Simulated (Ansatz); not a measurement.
Ansatz (a first-principles code) input (B3LYP/6-31G*):

Ansatz 0.2 input:
```yaml
crystal:
  periodic: [false, false, false]
  atoms:
    - {symbol: Si, position_ang: [-0.01646950, 0.01731768, 0.93641135]}
    - {symbol: Cl, position_ang: [1.06105131, 1.22723111, -0.38986665]}
    - {symbol: Cl, position_ang: [-1.04748819, -1.24149273, -0.38129564]}
basis:
  gaussian:
    orbitals: 6-31G*
hamiltonian:
  xc: {name: B3LYP}
relax: {f_tol: 0.003, max_steps: 120}
```

Question: What final total energy does it give?

Answer: -1209.95041 Eh.
